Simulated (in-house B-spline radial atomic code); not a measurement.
**Removing one electron from the osmium ion Os⁴⁴⁺**

Closed shell [Ar] 3d10 4s2 (4p1/2)2. Computed with a B-spline radial code for spherical atoms: Koopmans values of Dirac-Hartree-Fock plus a diagonal self-energy, in second order or with its direct term screened (direct RPA, with the hole-particle interaction, or full time-dependent Hartree-Fock), linearised in energy; no-pair Dirac-Coulomb Hamiltonian, finite nucleus. Shifts add to the Koopmans value (the ΔSCF shift is orbital relaxation alone); the final value takes TDHF screening with Breit and QED.

The shells are closed in jj coupling only; the real ground state mixes other jj configurations.

Command:
```bash
python run_mb.py task.json out
```
Settings (nuclear radius in fm, box in bohr, cutoff in hartree; a minus after a letter marks j = l - 1/2):
```
basis_form          2
Z                   76
core_configuration  [Ar] 3d10 4s2 4p-2
rms_radius          5.4126
mass_number         192
speed_of_light      137.036
box_radius          2.763
lmax                7
intervals           56
virtual_cutoff      23104.0
```

Cost of the run: 30 s on 1 thread of Arm Neoverse N1 (shared host).

Energies in eV:

```
subshell  Koopmans  ΔSCF shift  second order  direct RPA  hole-particle  TDHF  Breit + QED  final
   4p1/2   2339.32      -0.443             ?           ?              ?     ?            ?      ?
```

What does the self-energy do to 4p1/2?

It shifts the removal energy by 1.831 eV in second order, 1.672 with direct RPA, 1.740 with the hole-particle term and 1.803 with TDHF screening (quasi-particle weight 0.995); Breit and QED add -3.196 eV. The final value is 2337.93 eV, against 2336 ± 4 eV (NIST, tabulated theory).
